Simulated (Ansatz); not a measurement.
Born–Oppenheimer molecular dynamics of Cl$_{3}$H$_{5}$OSiZr (11 atoms, charge 0, multiplicity 1). It starts at the highest image of a converged band, a first-order saddle point between two minima.

All numbers below come from RKS PBE-D4/def2-SVP in Ansatz.

```yaml
ensemble: NVE (velocity Verlet)
time_step: 0.5 fs
steps_asked: 200
starting_velocities_drawn_for: 100 K
seed: 11710
```

First frame:

```xyz
11
Properties=species:S:1:pos:R:3
Zr 0.237 -0.141 -0.070
O 0.240 0.231 2.030
H -0.558 0.392 2.573
Cl 2.162 0.820 -0.974
Cl -1.629 1.302 -0.227
Cl -0.552 -1.871 -1.456
Si 1.345 -2.552 1.276
H 0.372 -3.700 1.261
H 2.306 -2.707 0.121
H 2.173 -2.650 2.538
H 0.588 -0.931 1.906
```

Task: How far do the bonds stretch over the last three quarters of this one trajectory? (Pairs bonded in most of those frames.)

Result: 
| bond | mean (Å) | spread (Å) | shortest | longest |
| --- | --- | --- | --- | --- |
| Zr1–O2 | 1.923 | 0.063 | 1.84 | 2.03 |
| Zr1–Cl4 | 2.364 | 0.023 | 2.31 | 2.39 |
| Zr1–Cl5 | 2.344 | 0.016 | 2.32 | 2.37 |
| Zr1–Cl6 | 2.400 | 0.013 | 2.37 | 2.42 |
| O2–H3 | 0.971 | 0.010 | 0.95 | 0.99 |
| Si7–H8 | 1.503 | 0.011 | 1.48 | 1.53 |
| Si7–H9 | 1.512 | 0.013 | 1.49 | 1.53 |
| Si7–H10 | 1.502 | 0.017 | 1.48 | 1.53 |
| Si7–H11 | 1.516 | 0.079 | 1.38 | 1.64 |

Pairs bonded in part of these frames only: Zr1–Si7 42 %, Zr1–H11 44 %.

Mean temperature of the second half: 951 K. The conserved energy stayed within 0.093 meV per atom of its start (net change -0.054 meV per atom), so the integration is sound. The kinetic energy rose, since the run started high on the potential surface and went downhill. It ends in pieces (Cl3HOZr + H4Si), so much of that is their flight and rotation, not heat. A run of 0.1 ps of so small a system gives no equilibrium averages. The orbitals stay closed-shell, which can raise the energy where a bond breaks towards radicals; this wasn't checked here.

The run took 6.8 min on 4 threads of Arm Neoverse V2, with other jobs on the host, peak memory 0.24 GiB.
